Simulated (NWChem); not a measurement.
System: C₃H₇FSi; SMILES [SiH2](F)C1CC1

The following NWChem deck was run.

```
start job
memory heap 200 mb stack 900 mb global 1100 mb
geometry units angstroms noautoz
  F     -0.708905     2.063229     0.179066
  Si     0.475280     0.944332     0.131039
  C     -0.157983    -0.659063    -0.537128
  C      0.517063    -1.945608    -0.106562
  C     -0.863236    -1.644156     0.365324
  H      0.954636     0.726579     1.528269
  H      1.562082     1.508877    -0.719495
  H     -0.504881    -0.639502    -1.576829
  H      0.654029    -2.719037    -0.866933
  H      1.334935    -1.891878     0.619763
  H     -1.694875    -2.210026    -0.062945
  H     -1.004310    -1.378527     1.417892
end
basis spherical
  F library aug-pcseg-1
  Si library aug-pcseg-1
  C library aug-pcseg-1
  H library aug-pcseg-1
end
dft
  xc b3lyp
  iterations 150
  semidirect filesize 400000000
  mulliken
end
task dft energy
```

Geometry: optimised at PBE0/def2-SVP. No frequency run checked for a minimum.

Question: Give the results of this calculation. (B3LYP/aug-pcseg-1.) Quantities: basis functions; energy (Ha); highest occupied level (eV); orbital gap (eV); dipole (D).

Answer: 
```json
{
  "number_of_basis_functions": "182",
  "energy (Ha)": "-507.88",
  "highest occupied level (eV)": "-8.31",
  "orbital gap (eV)": "7.97",
  "dipole (D)": "2.10"
}
```
